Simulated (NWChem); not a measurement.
System: C$_{2}$H$_{5}$NSi; SMILES C#C[SiH2]N

NWChem printed, in part:

```
             Northwest Computational Chemistry Package (NWChem) 7.3.0
             --------------------------------------------------------

                             Geometry "geometry" -> ""
                             -------------------------

 Output coordinates in angstroms (scale by  1.889725989 to convert to a.u.)

  No.       Tag          Charge          X              Y              Z
 ---- ---------------- ---------- -------------- -------------- --------------
    1 C                    6.0000     0.28602400    -2.37213700     0.04165200
    2 C                    6.0000    -0.03017200    -1.19685200     0.02531900
    3 Si                  14.0000    -0.52405000     0.57490500    -0.02725700
    4 N                    7.0000     0.89503800     1.55579800     0.00111600
    5 H                    1.0000     0.56583000    -3.41069600     0.06194300
    6 H                    1.0000    -1.32504800     0.92166700     1.18243500
    7 H                    1.0000    -1.40938700     0.72011400    -1.22791900
    8 H                    1.0000     0.82958100     2.51958700     0.30696400
    9 H                    1.0000     1.61463600     1.44118000    -0.70337100

 Effective nuclear repulsion energy (a.u.)     139.5792109882

                                 NWChem DFT Module
                                 -----------------

 Summary of "ao basis" -> "ao basis" (spherical)
 ------------------------------------------------------------------------------
       Tag                 Description            Shells   Functions and Types
 ---------------- ------------------------------  ------  ---------------------
 C                           6-31g*                  6       14   3s2p1d
 Si                          6-31g*                  8       18   4s3p1d
 N                           6-31g*                  6       14   3s2p1d
 H                           6-31g*                  2        2   2s

 in cosmo_initialize ...
 calling solv_data for solv:methanol

 solvent parameters
 solvname_short: methanol
 solvname_long:  methanol
 dielec:       32.6130
 dielecinf:     1.7657
 nonaqueous SMD model solvent descriptors
 dielec:       32.6130
 sola:          0.4300
 solb:          0.4700
 solc:          0.0000
 solg:         31.7700
 solh:          0.0000
 soln:          1.3288

[...]

                                COSMO-SMD solvation results
                                ---------------------------

             internal energy in gas <Psi(g)|H|Psi(g)> =      -423.361222854065
         internal energy in solvent <Psi(s)|H|Psi(s)> =      -423.359737975002
                               delta internal energy  =         0.001484879063 (    0.93 kcal/mol)
   total free energy in solvent <Psi(s)|H+V/2|Psi(s)> =      -423.372981951278
 polarization energy contribution <Psi(s)|V/2|Psi(s)> =        -0.013243976275 (   -8.31 kcal/mol)
    total free energy in solvent including G(SMD-CDS) =      -423.368276671501
                       G(SMD-CDS) energy contribution =         0.004705279777 (    2.95 kcal/mol)
     1 M fixed-concentration free energy of solvation =        -0.007053817435 (   -4.43 kcal/mol)

                       DFT Final Molecular Orbital Analysis
                       ------------------------------------

 Vector   17  Occ=2.000000D+00  E=-3.544086D-01
              MO Center=  9.5D-02, -1.6D+00,  4.0D-02, r^2= 1.9D+00
   Bfn.  Coefficient  Atom+Function         Bfn.  Coefficient  Atom+Function
  ----- ------------  ---------------      ----- ------------  ---------------
    17      0.378136  2 C  px                 3      0.372952  1 C  px
    21      0.243944  2 C  px                 7      0.239307  1 C  px
     4      0.106826  1 C  py                49      0.085916  4 N  px
    18      0.082151  2 C  py                64      0.080047  6 H  s
    52     -0.071677  4 N  s                 53      0.069944  4 N  px

 Vector   18  Occ=2.000000D+00  E=-3.485483D-01
              MO Center=  3.9D-02, -1.4D+00,  4.4D-02, r^2= 2.6D+00
   Bfn.  Coefficient  Atom+Function         Bfn.  Coefficient  Atom+Function
  ----- ------------  ---------------      ----- ------------  ---------------
     5      0.377819  1 C  pz                19      0.362783  2 C  pz
     9      0.245279  1 C  pz                23      0.240731  2 C  pz
    64     -0.137680  6 H  s                 37     -0.112747  3 Si pz
    66      0.113289  7 H  s                 51     -0.087682  4 N  pz
    63     -0.087986  6 H  s                 55     -0.085870  4 N  pz

 Vector   19  Occ=2.000000D+00  E=-3.200192D-01
              MO Center=  4.7D-01,  1.3D+00, -8.3D-02, r^2= 2.3D+00
   Bfn.  Coefficient  Atom+Function         Bfn.  Coefficient  Atom+Function
  ----- ------------  ---------------      ----- ------------  ---------------
    51      0.408391  4 N  pz                55      0.367552  4 N  pz
    66      0.278096  7 H  s                 49      0.248483  4 N  px
    53      0.224073  4 N  px                50     -0.191362  4 N  py
    54     -0.173561  4 N  py                65      0.148694  7 H  s
    64     -0.135254  6 H  s                 52      0.108488  4 N  s

 Vector   20  Occ=0.000000D+00  E= 3.769701D-02
              MO Center= -1.5D-01, -6.6D-01, -4.0D-02, r^2= 4.6D+00
   Bfn.  Coefficient  Atom+Function         Bfn.  Coefficient  Atom+Function
  ----- ------------  ---------------      ----- ------------  ---------------
    52      0.602689  4 N  s                 39     -0.538054  3 Si px
     7      0.438406  1 C  px                40     -0.411885  3 Si py
     3      0.307310  1 C  px                21     -0.295668  2 C  px
    64     -0.293943  6 H  s                 17     -0.192340  2 C  px
    35     -0.191935  3 Si px                41      0.169705  3 Si pz

[...]
```

Level: M05-2X/6-31G* (spherical d), SMD on the gas-phase geometry. Geometry: optimised at PBE0/def2-SVP. Solvent: methanol.

Q: Which NWChem input produces such a log?

A: Several could match; the one computed here: the input that was run:
```
start job
memory heap 200 mb stack 900 mb global 1100 mb
geometry units angstroms noautosym nocenter noautoz
  C      0.286024    -2.372137     0.041652
  C     -0.030172    -1.196852     0.025319
  Si    -0.524050     0.574905    -0.027257
  N      0.895038     1.555798     0.001116
  H      0.565830    -3.410696     0.061943
  H     -1.325048     0.921667     1.182435
  H     -1.409387     0.720114    -1.227919
  H      0.829581     2.519587     0.306964
  H      1.614636     1.441180    -0.703371
end
basis spherical
  * library 6-31g*
end
dft
  xc m05-2x
  iterations 150
end
cosmo
  do_cosmo_smd true
  solvent methanol
end
task dft energy
```
